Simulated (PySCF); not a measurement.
# Dipole polarisabilities along group 11, charge +2

Calculated with PySCF 2.14 for the ground configurations, without spin-orbit coupling: coupled response for Hartree-Fock and DFT. Mean α in bohr³, C₆ of like pairs in atomic units.

```tsv
species	α UHF	α PBE	α PBE0	C₆ UHF	C₆ PBE	C₆ PBE0
Cu²⁺ [Ar] 3d9 (aug-cc-pVTZ-PP with ECP10MDF, ECP)	2.383	3.000	2.786	6.293	8.060	7.457
Ag²⁺ [Kr] 4d9 (aug-cc-pVTZ-PP with ECP28MDF, ECP)	5.422	6.239	5.963	27.58	32.42	30.81
Au²⁺ [Xe] 4f14 5d9 (aug-cc-pVTZ-PP with ECP60MDF, ECP)	8.052	8.984	8.661	51.82	58.79	56.43
```
